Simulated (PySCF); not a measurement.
hypoboric acid (B2H4O4), SMILES OB(O)B(O)O.

Coordinates come from a B3LYP-D3(BJ)/def2-SVP optimisation. Other conformers were not sampled.

Two levels are set side by side: TDA-PBE/def2-SVPD (PySCF) and TDA-M06-2X/def2-SVPD (PySCF). Vertical, same geometry. The lowest singlet is HOMO→LUMO+1 98 % with PBE and HOMO→LUMO+1 97 % with the other functional; states are paired by order. Differences are taken from unrounded values.

| quantity | TDA-M06-2X |
|---|---|
| lowest singlet excitation (eV) | 6.74 |
| lowest triplet excitation (TDA) (eV) | 5.46 |
| first bright state (f over 0.05) (eV) | 7.62 |
| its oscillator strength | 0.07 |

What does TDA-PBE give, and how far is it from TDA-M06-2X? (Estimate from the structure and the level; the computed values follow.)


```csv
quantity,TDA-PBE,TDA-PBE minus TDA-M06-2X
lowest singlet excitation (eV),6.11,-0.63
lowest triplet excitation (TDA) (eV),4.96,-0.50
first bright state (f over 0.05) (eV),6.11,-1.52
its oscillator strength,0.11,0.04
```

A lower first singlet is the usual sign of a functional without exact exchange. Differences between two approximate levels are no errors against the true value.

Rough cost on one machine, each run with all the roots and properties that it gave: TDA-M06-2X against TDA-PBE about 10 times.
